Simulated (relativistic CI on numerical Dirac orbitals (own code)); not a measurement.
## One change at a time: Tm⁵⁴⁺

Base calculation: Dirac-Coulomb-Breit CI, separate exchange-only KLI orbitals for each configuration, a model potential for QED, unscaled Slater integrals.

Configurations in the expansion (outside the closed core [Ne]): 3s2.3p3, 3s.3p4, 3s2.3p2.3d, 3p5, 3s.3p3.3d, 3p4.3d, 3s.3p2.3d2, 3s2.3p.3d.4p, 3p4.4s, 3s.3p2.3d.4s, 3s2.3p2.4s, 3p4.4p, 3s2.3p2.4p, 3s2.3p2.4d, 3p3.3d.4p, 3s.3p3.4s, 3s2.3p2.4f, 3s.3p3.4p, 3s.3p3.4d, 3s.3p3.4f, 3s2.3p2.5s, 3s2.3p2.5p, 3s2.3p.4s.4p, 3s2.3p2.5d, 3s2.3p2.5f, 3s2.3p2.5g, 3s.3p2.4s2, 3s.3p3.5s, 3s2.3p.3d2, 3s2.3d3, 3s.3p.3d3, 3s2.3d2.4s, 3s2.3d2.4p, 3s2.3d2.4d, 3p3.3d2, 3p2.3d3, 3p2.3d2.4s, 3p2.3d2.4p, 3p2.3d2.4d, 3s2.3p.3d.4s, 3s.3p.3d2.4s, 3s2.3d.4s2, 3s2.3d.4s.4p, 3s2.3d.4s.4d, 3s.3p2.3d.4p, 3s.3p.3d2.4p, 3s.3p.3d.4s.4p, 3s.3p.3d.4p2, 3s.3p.3d.4p.4d, 3p3.3d.4s, 3p2.3d.4s2, 3p2.3d.4s.4p, 3p2.3d.4s.4d, 3s2.3p.4s2, 3s.3p.3d.4s2, 3s2.4s2.4p, 3s2.4s2.4d, 3s2.3p.4p2, 3s2.3d.4p2, 3s2.4s.4p2, 3s2.4p3, 3s2.4p2.4d, 3s.3p2.4s.4p, 3s.3p.4s2.4p, 3s.3p.4s.4p2, 3s.3p.4s.4p.4d. Double excitations out of closed p, d and f shells are left out; levels of such configurations are missing from the list, as are those of other unlisted configurations, and high levels can miss mixing partners. These lack a partner that the ground configuration has and come out too high: 3s2.3p2.4f, 3s.3p3.4d, 3s.3p3.4f, 3s2.3p2.5s, 3s2.3p2.5p.

Variants: (1) configuration mixing switched off. Shifts of the energy above 3s2.3p3 2P°_3/2, in eV, for the lowest level and the first level of each name with at least 55 % of one term (blank where a level changes its place among those of its configuration and J or its character, or is not in the variant):

| Level | Base | Δ(1) |
| --- | --- | --- |
| 3s2.3p3 2P°_3/2 | 0.000 | 0.000 |
| 3s2.3p3 2D°_5/2 | 252.666 | +0.873 |
| 3s2.3p3 2P°_1/2 | 266.885 | +1.879 |
| 3s.3p4 4P_5/2 | 397.975 | +4.849 |
| 3s2.3p2.3d 4D_1/2 | 452.316 | -0.982 |
| 3s2.3p2.3d 2G_9/2 | 520.381 | -1.820 |
| 3s2.3p2.3d 2F_7/2 | 543.240 | -0.454 |
| 3s.3p4 4P_3/2 | 651.150 | +3.705 |
| 3s.3p4 2D_5/2 | 667.385 | +7.382 |
| 3s2.3p.3d2 4G°_7/2 | 733.308 | -2.802 |
| 3s2.3p2.3d 4F_9/2 | 766.972 | -0.274 |

At this charge energies of transitions that change n are usually good to better than 1 %, and those within a shell (Δn = 0) to a few per cent.

Ionisation energy from the two ground configurations alone: base 5156.53 eV. The NIST ASD value (theoretical) is 5157 eV.

LS names give the leading component of a level, which can be under half, so a name can repeat, a term be missing and a line seem to break the LS rules.
